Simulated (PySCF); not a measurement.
**Ne²⁺: ionisation energy**

Ne²⁺ [He] 2s2 2p4 (3P) → Ne³⁺ [He] 2s2 2p3 (4S), as a difference of total energies. Calculation: PySCF 2.14, in cc-pVDZ-DK (3s2p1d, 14 functions); scalar relativity by spin-free X2C-1e. Correlated levels: valence: 1s2 frozen. The calculations carry no spin-orbit coupling.

```
        method  ionisation energy (eV)
           UHF                  61.705
        r2SCAN                  63.572
           PBE                  63.916
 MP2 (valence)                  62.409
CCSD (valence)                  62.409
```

Task: Estimate what CCSD(T) (valence) gives.

Result: 62.419 eV, closest to MP2 (valence) among the rows shown.

Task: Estimate what SCS-MP2 (valence) gives.

Result: 62.405 eV, closest to CCSD (valence) among the rows shown.

Errors of the correlated levels include the incompleteness of this basis and the frozen core.

For comparison: 63.423 eV (measured; NIST Atomic Spectra Database, ionization energies).
